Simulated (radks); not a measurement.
Coulomb parameter of the 3d shell of neutral titanium in the model configuration [Ar] 3d1 4s2 4p1, as a second difference U = [E(n + 0.5) + E(n - 0.5) - 2 E(n)] / (0.5)^2 with all orbitals relaxed. "Bare": the charge of the atom changes with n. "Screened": the 4p shell takes up the change at fixed total charge, which measures U(3d,3d) + U(4p,4p) - 2 U(3d,4p). Calculated with a radial shooting solver on a logarithmic mesh with Libxc functionals: Dirac Kohn-Sham, PBEsol, spin-unpolarised, spherical densities, point nucleus; open shells are shared between the two j in proportion to 2j + 1.

case	configuration	E - E(n) (eV)
start	[Ar] 3d1 4s2 4p1	0.000
bare +0.5	[Ar] 3d1.5 4s2 4p1	-3.346
bare -0.5	[Ar] 3d0.5 4s2 4p1	6.159
screened +0.5	[Ar] 3d1.5 4s2 4p0.5	-2.844
screened -0.5	[Ar] 3d0.5 4s2 4p1.5	3.975

U(bare) = 11.253 eV, U(screened by 4p) = 4.527 eV, against the Slater integral F0(3d,3d) = 18.292 eV with frozen orbitals. The step up makes a negative ion, whose loosely bound charge lowers the bare value.
